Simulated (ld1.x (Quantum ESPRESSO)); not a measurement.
## Before and after: ultrasoft potential for lead (Pb)

Pb, ultrasoft, made with ld1.x (Quantum ESPRESSO) 7.5 (PBE, fully relativistic). Core [Xe] 4f14, reference 5d10 6s2 6p1.5 (charge +0.5). Waves: 6s (bound): rcut 1.50, rcutus 1.85 bohr; 6s channel at 3.35 Ry: rcut 1.50, rcutus 1.85 bohr; 6p (bound): rcut 1.70, rcutus 2.35 bohr; 6p channel at 0.25 Ry: rcut 1.70, rcutus 2.35 bohr; 5d (bound): rcut 1.40, rcutus 1.55 bohr; 5d channel at -1.35 Ry: rcut 1.40, rcutus 1.55 bohr. Local part: all-electron potential smoothed inside 1.25 bohr (lloc = -1). Core correction: none. Augmentation charge: built from norm-conserving waves at rcut, not smoothed further.

Open shells are filled in proportion to 2j + 1 (rel_dist='average').

All-electron outer shells of the reference configuration (PBE, scalar-relativistic, ld1.x):

```
shell  level (eV)  outermost node (bohr)  outermost maximum (bohr)
   4f     -136.54                      –                      0.35
   5p      -89.48                   0.49                      0.88
   5d      -24.81                   0.52                      1.07
   6s      -15.47                   1.01                      1.95
   6p       -6.53                   1.18                      2.57
```

Change: waves 6s (bound): rcut 1.50, rcutus 2.14 bohr; 6s channel at 3.35 Ry: rcut 1.50, rcutus 2.14 bohr.

Cutoffs: the cutoffs (Ry, on a coarse ladder) from which the occupation-weighted sum of valence levels, in a spherical-Bessel basis at the reference potential, stays within 10 and 1 mRy of its value at 400 Ry; they do not see the model core or the augmentation charge, which bear on the density cutoff. Errors are all-electron minus pseudo energies relative to the spin-unpolarised reference configuration.

Q: Predict the effect on cutoff, ghosts and configuration errors.

A: The potential gets neither clearly harder nor softer (50 Ry and 90 Ry → 50 Ry and 90 Ry); both files keep a bound ghost (p, s); of the 7 tests that both files solve, the error grows in 1 and shrinks in 0 by more than 15 % and 0.3 meV (median size 12.3 → 12.3 meV).

```tsv
quantity	base	changed
cutoff, loose	50 Ry	50 Ry
cutoff, tight	90 Ry	90 Ry
loose cutoff by channel (10 mRy a level)	s 10 Ry, p 6 Ry, d 40 Ry	s 6 Ry, p 6 Ry, d 40 Ry
bound ghosts	s, p1/2, p3/2	s, p1/2, p3/2
error for 5d10 6s2 6p2, meV [ΔE -2.55 eV]	+0.4	+0.4
error for 5d10 6s2 6p1, meV [ΔE 4.15 eV]	+0.7	+0.7
error for 5d10 6s2 6p0, meV [ΔE 17.75 eV]	+12	+12
error for 5d10 6s0 6p4, meV [ΔE 14.93 eV]	+51	+51
error for 5d10 6s1 6p2, meV [ΔE 13.50 eV]	+17	+17
error for 5d9 6s2 6p2, meV [ΔE 24.53 eV]	-31	-36
error for 5d10 6s2 6p2.3, meV [ΔE -3.38 eV]	+0.5	+0.5
s: phases at 2.55 bohr within 0.05 rad from the reference energy up to (Ry; the scan ends near 5)	4.2	4.5
p1/2: phases at 2.55 bohr within 0.05 rad from the reference energy up to (Ry; the scan ends near 5)	4.4	4.4
p3/2: phases at 2.55 bohr within 0.05 rad from the reference energy up to (Ry; the scan ends near 5)	3.5	3.5
d3/2: phases at 2.55 bohr within 0.05 rad from the reference energy up to (Ry; the scan ends near 5)	to the end of the scan	to the end of the scan
d5/2: phases at 2.55 bohr within 0.05 rad from the reference energy up to (Ry; the scan ends near 5)	to the end of the scan	to the end of the scan
lowest overlap eigenvalue by channel	s 0.61, p1/2 0.35, p3/2 0.67, d3/2 0.94, d5/2 0.95	s 0.10, p1/2 0.35, p3/2 0.67, d3/2 0.94, d5/2 0.95
```

 A true bound ghost makes a file unfit for plane-wave use even where its test errors are small: the radial tests pick states by their node count and pass the ghost by.
